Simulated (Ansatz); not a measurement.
The cluster B₈H₁₄: single points at one geometry.

```yaml
crystal:
  periodic: [false, false, false]
  atoms:
    - {symbol: B, position_ang: [0.748653, -1.206849, -0.272456]}
    - {symbol: B, position_ang: [0.650209, -0.853171, 1.591468]}
    - {symbol: B, position_ang: [-0.169047, 1.229135, -1.487465]}
    - {symbol: B, position_ang: [-0.764914, -0.786494, 0.520574]}
    - {symbol: B, position_ang: [-0.582114, -0.439496, -1.231791]}
    - {symbol: B, position_ang: [-1.194319, 0.812399, -0.075333]}
    - {symbol: B, position_ang: [1.070092, -0.058197, -1.613053]}
    - {symbol: B, position_ang: [-0.664171, 0.514880, 1.725170]}
    - {symbol: H, position_ang: [-0.420482, 1.700321, 1.556466]}
    - {symbol: H, position_ang: [1.175085, 1.267331, -1.392773]}
    - {symbol: H, position_ang: [0.526591, -1.729863, 2.402797]}
    - {symbol: H, position_ang: [-0.314138, 1.864843, -0.376480]}
    - {symbol: H, position_ang: [0.602731, 0.369533, 2.136882]}
    - {symbol: H, position_ang: [-2.289111, 1.301410, -0.100690]}
    - {symbol: H, position_ang: [1.185182, -2.309018, -0.454186]}
    - {symbol: H, position_ang: [-1.280826, -1.037028, -2.000626]}
    - {symbol: H, position_ang: [1.651429, -0.314407, -2.627972]}
    - {symbol: H, position_ang: [-0.497171, 1.918083, -2.410159]}
    - {symbol: H, position_ang: [-1.462030, 0.339822, 2.605465]}
    - {symbol: H, position_ang: [-1.598623, -1.611971, 0.768136]}
    - {symbol: H, position_ang: [1.823287, -0.635526, 1.327221]}
    - {symbol: H, position_ang: [1.803706, -0.335740, -0.591184]}
basis:
  gaussian: {orbitals: def2-TZVP, initial_orbitals: start.molden}
hamiltonian: {xc: pbe0, dispersion: d4}
scf: {omitted_lower_state_checks: [starts]}
output: {orbitals: {seedname: orbitals}}
```

The file start.molden holds the orbitals of an earlier run on this structure, at another level or in another basis.

```sh
$ ansatz run in.yaml --threads 4 --pin off --events-out ev --progress --plain --max-ram 4787MiB
```

It prints (some lines left out):

```
Functional definition: PBE0
1968 factors; their error is unknown
mean field evaluation 1: about -5425.3771 eV, gradient 2.1e2 eV
mean field evaluation 2: about -5495.8164 eV, gradient 1.2e2 eV
mean field evaluation 4: about -5623.1103 eV, gradient 3.6e1 eV
mean field evaluation 8: about -5632.6228 eV, gradient 3.6e-1 eV
mean field -5632.62316065 eV, -206.9950832248 hartree, gradient 6.8e-5 eV, S^2 0.000000; 0 other end points of the search recorded, 0 dependent functions left out
reference -5632.62320864 eV, -206.9950849883 hartree; 27, 27 occupied and 305, 305 virtual orbitals, 1968 factors
Total energy: -5633.17955425 eV, -207.0155303124 hartree
Checks for a lower state left out: starts
```

It took 11 s on 4 threads of Arm Neoverse V1 on a shared host, peak host memory 1.2 GiB.

First input, but with `correlation: {method: mp2}` and without the key `hamiltonian` (abridged; 10 s):

```
Functional definition: HF
mean field -5593.60733464 eV, -205.5612780649 hartree, gradient 2.1e-6 eV, S^2 0.000000
8 core orbitals not correlated: weight in the atoms' cores, before any rotation towards them, 1.000 or more for the frozen orbitals, at most 0.000 for the correlated occupied ones
second order -26.73198755 eV of doubles, -0.00000000 eV of singles
Total energy: -5620.33932220 eV, -206.5436604879 hartree
Checks for a lower state left out: starts
```

The first input with `hamiltonian: {xc: pbe, dispersion: d4}`, `output: {forces: true, orbitals: {seedname: orbitals}}` (abridged; 8.5 s):

```
Functional definition: PBE
mean field -5630.74307887 eV, -206.9259914936 hartree, gradient 2.4e-5 eV, S^2 0.000000
Total energy: -5631.39905753 eV, -206.9500982649 hartree
Atom 0 force    -0.010444    -0.027387    -0.052738 eV/Å
Atom 1 force    -0.015232    -0.020707     0.006445 eV/Å
Atom 2 force     0.004283    -0.057641    -0.005084 eV/Å
Atom 3 force    -0.031140    -0.026092    -0.031788 eV/Å
Atom 4 force    -0.028688    -0.026979    -0.001573 eV/Å
Atom 5 force    -0.032408    -0.005010    -0.049366 eV/Å
Atom 6 force    -0.057091     0.005475     0.001633 eV/Å
Atom 7 force    -0.020219    -0.015583     0.007335 eV/Å
Atom 8 force    -0.011172    -0.066896     0.029989 eV/Å
Atom 9 force    -0.027561    -0.024144    -0.022680 eV/Å
Atom 10 force     0.014522     0.111848    -0.109125 eV/Å
Atom 11 force    -0.037956    -0.017503    -0.019644 eV/Å
Atom 12 force    -0.028945    -0.025893    -0.016010 eV/Å
Atom 13 force     0.154046    -0.070126     0.001599 eV/Å
Atom 14 force    -0.063529     0.155311     0.023613 eV/Å
Atom 15 force     0.098806     0.085266     0.103856 eV/Å
Atom 16 force    -0.075331     0.033829     0.137387 eV/Å
Atom 17 force     0.043836    -0.089955     0.125537 eV/Å
Atom 18 force     0.100744     0.021672    -0.118120 eV/Å
Atom 19 force     0.108591     0.106380    -0.025077 eV/Å
Atom 20 force    -0.064081    -0.011126     0.036259 eV/Å
Atom 21 force    -0.021030    -0.034739    -0.022448 eV/Å
Dipole moment:     0.416263     0.411661    -0.118653 e Å
Checks for a lower state left out: starts
```

The first input with `gaussian: {orbitals: def2-SVP, initial_orbitals: start.molden}` (abridged; 4.2 s):

```
Functional definition: PBE0
mean field -5627.00010542 eV, -206.7884397567 hartree, gradient 2.8e-5 eV, S^2 0.000000
Total energy: -5627.55648594 eV, -206.8088863636 hartree
Checks for a lower state left out: starts
```

Geometry: r2SCAN-D4/def2-SVP.

Correlated methods freeze 8 core orbitals. The structure comes from a short search, and lower isomers may exist.
